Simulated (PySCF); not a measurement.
## Deuteron quadrupole couplings in `C[Si@@H]1C[C@H]1F`

Compound: C3H7FSi.
Z-matrix (Å and degrees, PBE0-D3(BJ)/def2-SVP geometry), rows numbered from 1:
```
C 
Si  1  1.8674
C   2  1.8701  1  122.11
C   3  1.5247  2   66.02  1  -104.40
F   4  1.3652  2  123.09  3   106.90
H   1  1.1010  2  110.92  3   -85.82
H   1  1.1003  2  109.94  3    33.65
H   1  1.1006  2  111.30  3   153.65
H   2  1.4846  1  116.77  3   149.58
H   3  1.0960  2  125.69  4   108.58
H   3  1.0975  2  113.37  4  -105.80
H   4  1.0999  2  118.25  3  -106.39
```

Level: PBE0/pcSseg-1 (PySCF, non-relativistic); Q(2H) = 0.00286 b; rigid geometry, the same for H and D, with no vibrational averaging.

Problem. Rank these positions by the coupling χzz of a deuteron there, largest first.
A. H12 (methine hydrogen)
B. H6 (methyl hydrogen)
C. H9 (Si–H hydrogen)
D. H11 (methylene hydrogen)

Solution. D (205 kHz), B (199 kHz), A (194 kHz), C (99 kHz).

Problem. Give the electric field gradient Vzz (the principal value of largest size), its asymmetry and the 2H coupling at each hydrogen.

Solution. 
```tsv
atom	bonded to	bond length (Å)	Vzz (au)	η	χzz (kHz)
H6	C1	1.101	0.2965	0.01	199
H7	C1	1.100	0.2979	0.00	200
H8	C1	1.101	0.2970	0.01	200
H9	Si2	1.485	0.1475	0.07	99
H10	C3	1.096	0.3086	0.07	207
H11	C3	1.098	0.3044	0.09	205
H12	C4	1.100	0.2891	0.15	194
```

Problem. Average by the element that carries the hydrogen.

Solution. on C: 201 kHz over 6 positions, mean bond length 1.099 Å; on Si: 99 kHz over 1 position, mean bond length 1.485 Å.

Geometry: PBE0-D3(BJ)/def2-SVP; no solvent, vibrations or thermal averaging. With a basis this small, the couplings can be 20 % off.
